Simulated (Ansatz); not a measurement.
ClH4N2OTa (`[NH]=[Ta]([NH2])([OH])[Cl]`), relaxed with RKS PBE-D4/def2-SVP in the Gaussian-basis code of Ansatz from a rough embedded geometry. The force threshold is 0.03 eV/Å; the program also tests the step.

The species carries charge 0 and has multiplicity 1. Ta takes the def2 core potential.

Start:

```xyz
9

N    -1.687    1.088    0.880
Ta   -0.386   -0.101    0.080
N     1.208    1.097   -0.780
O     0.429   -1.372    1.476
Cl   -1.516   -1.458   -1.731
H    -2.553    0.698    1.412
H     1.095    1.083   -1.865
H     2.099    0.660   -0.615
H     1.310   -1.697    1.143
```

(1) By how much does the energy fall, and how many steps does the optimiser take? (An estimate is asked.)

(2) Which bonds change most? (Best estimate.)

(3) Give the relaxed structure. (Estimate.)

Answers

(1) The calculation gave: 218.41 kJ/mol, in 26 steps, 5 of them rejected.

(2) Computed: Ta2–N3 from 2.171 to 1.980 Å; Ta2–Cl5 from 2.530 to 2.354 Å; N1–Ta2 from 1.935 to 1.779 Å; Ta2–O4 from 2.056 to 1.921 Å.

(3) Computed: 
```xyz
9

N    -1.407    0.659    0.760
Ta   -0.273   -0.399   -0.111
N     0.976    0.881   -0.963
O     0.713   -1.521    1.097
Cl   -1.401   -1.687   -1.727
H    -2.121    1.187    1.264
H     0.923    1.902   -0.956
H     1.840    0.579   -1.428
H     0.751   -1.600    2.064
```
